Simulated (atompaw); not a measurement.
Cutoff test, N (Z = 7), PAW (atompaw)

N, PAW, made with atompaw 4.2.0.5 (LDA (PW92), scalar-relativistic). Core [He], reference 2s2 2p3. Waves: 2s (bound): rc 1.30 bohr; 2s channel at -0.45 Ry: rc 1.10 bohr; 2p (bound): rc 1.30 bohr; 2p channel at -0.2 Ry: rc 1.30 bohr; 3d channel at -0.15 Ry: rc 1.20 bohr. Local part: vpsmatchnc scheme with l = 3 at 1 Ry, radius 1.25 bohr. Core correction: smooth core density matched at 0.70 bohr. Augmentation charge: besselshape compensation charge, radius 1.05 bohr; PAW radius 1.30 bohr; waves and projectors: custom polynom2 7 10 vanderbiltortho.

The pseudo-atom Hamiltonian at the reference potential is diagonalised in spherical Bessel functions j_l(qr) that vanish at 20 bohr, with q² up to the cutoff. All-electron valence levels (Ry): 2s -1.3539, 2p -0.5321.

**Question.** How do the lowest levels (Ry) of each channel move with the cutoff, and are there ghosts?

**Answer.**

```
cutoff (Ry)     s #1     s #2     p #1    p #2    d #1    f #1    f #2  Σ f·Δε (mRy)
          8  -1.3329  -0.0081  -0.2293  0.0439  0.0773  0.1193  0.2597         950.4
         18  -1.3539  -0.0088  -0.5124  0.0383  0.0773  0.1193  0.2597          59.2
         30  -1.3539  -0.0088  -0.5306  0.0381  0.0773  0.1193  0.2597           4.4
         50  -1.3539  -0.0088  -0.5312  0.0381  0.0773  0.1193  0.2597           2.7
         70  -1.3539  -0.0088  -0.5312  0.0380  0.0773  0.1193  0.2597           2.3
        110  -1.3539  -0.0088  -0.5314  0.0380  0.0773  0.1193  0.2597           1.8
        160  -1.3539  -0.0088  -0.5315  0.0380  0.0773  0.1193  0.2597           1.5
        260  -1.3539  -0.0088  -0.5319  0.0380  0.0773  0.1193  0.2597           0.4
        400  -1.3539  -0.0089  -0.5320  0.0380  0.0773  0.1193  0.2597           0.0
```

Result: no extra level below or beside the all-electron valence levels (s, p, d, f tested); 10 mRy is reached at 25 Ry and 1 mRy at 200 Ry.
